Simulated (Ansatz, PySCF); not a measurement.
Stepwise substitution at one centre (Ga F-NH2). Gas-phase values, no solvent. One relaxed conformer stands for each flexible species; it need not be the lowest. Strings in code marks are SMILES.

Quantity: redistribution energy (mixed species minus the weighted end members), in eV.

Level 1: frozen-core CCSD(T)/cc-pVTZ // PBE0-D4/def2-TZVP (Ansatz, a quantum-chemistry and plane-wave program)
Level 2: PBE-D3(BJ)/def2-TZVP // PBE0-D4/def2-TZVP (PySCF)
Level 3: B3LYP/6-311+G** (LANL2DZ on Ga) // PBE0-D4/def2-TZVP (PySCF)
Level 4: M06-2X/6-31G* // PBE0-D4/def2-TZVP (PySCF)

```
species                                          level 1  level 2  level 3  level 4
-----------------------------------------------  -------  -------  -------  -------
1 of 3 F replaced by NH2: `[F][Ga]([F])[NH2]`     -0.205   -0.218   -0.259   -0.237
2 of 3 F replaced by NH2: `[NH2][Ga]([NH2])[F]`   -0.194   -0.210   -0.233   -0.222
```
